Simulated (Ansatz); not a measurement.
Calculated with Ansatz (gas phase, PBE0-D4/def2-TZVP geometries, no zero-point term in ΔE). CBS: MP2 limit from def2 TZ/QZ plus the TZ coupled-cluster correction, frozen cores. This one scheme is used for every species. Functionals use def2-TZVPP. B3LYP here is the variant with VWN-RPA as its local correlation; programs differ in this. HSE06 is defined as in plane-wave codes. One conformer a species, not always the lowest.

Consider the ligand exchange at a B–O bond: `OBCOB(F)F` + `N=C=O` → `O=C=NB(F)F` + `OBCO`.

```
             level  ΔE (kJ/mol)  difference from CCSD(T)/CBS
       LDA (SPW92)         41.9                         -2.8
            PBE-D4         38.3                         -6.4
         revPBE-D4         37.2                         -7.5
           BLYP-D4         41.9                         -2.8
         r2SCAN-D4         42.5                         -2.2
            B97M-V         40.3                         -4.4
           PBE0-D4         38.6                         -6.1
        r2SCANh-D4         42.2                         -2.5
        r2SCAN0-D4         41.9                         -2.8
          HSE06-D4         38.4                         -6.3
          BHLYP-D4         43.1                         -1.6
      CAM-B3LYP-D4         44.8                          0.1
           ωB97X-V         43.1                         -1.6
           ωB97M-V         43.4                         -1.3
            B2PLYP         42.7                         -2.0
          PBE-QIDH         40.5                         -4.2
               PBE         37.1                         -7.6
            revPBE         34.8                         -9.9
              BLYP         39.8                         -4.9
              PBE0         37.5                         -7.2
             B3LYP         40.4                         -4.3
           r2SCANh         41.7                         -3.0
           r2SCAN0         41.3                         -3.4
             HSE06         37.3                         -7.4
         CAM-B3LYP         43.6                         -1.1
RPA@PBE/def2-TZVPP         47.8                          3.1
       HF/def2-SVP         43.1                         -1.6
      MP2/def2-SVP         49.7                          5.0
     CCSD/def2-SVP         51.0                          6.3
  CCSD(T)/def2-SVP         52.2                          7.5
     HF/def2-TZVPP         41.7                         -3.0
    MP2/def2-TZVPP         42.7                         -2.0
SCS-MP2/def2-TZVPP         43.7                         -1.0
   CCSD/def2-TZVPP         44.9                          0.2
CCSD(T)/def2-TZVPP         45.5                          0.8
    MP2/def2-QZVPP         42.3                         -2.4
SCS-MP2/def2-QZVPP         43.4                         -1.3
      HF/CBS(def2)         41.8                         -2.9
     MP2/CBS(def2)         41.9                         -2.8
    CCSD/CBS(def2)         44.2                         -0.5
       CCSD(T)/CBS         44.7                            0
```

Largest T1 diagnostic among the species: 0.018.

Leaving LDA and LC-ωPBE aside and taking each functional with its dispersion term where it has one, the values spread over 7.6 kJ/mol, from revPBE-D4 to CAM-B3LYP-D4. LDA lies +4.8 kJ/mol from PBE without D4. At CCSD(T), def2-SVP lies +7.5 kJ/mol from the extrapolated value and def2-TZVPP +0.7 kJ/mol.

CCSD(T)/CBS has its own doubt, a few kJ/mol and more with outer-core shells, so smaller differences from it don't rank the levels.
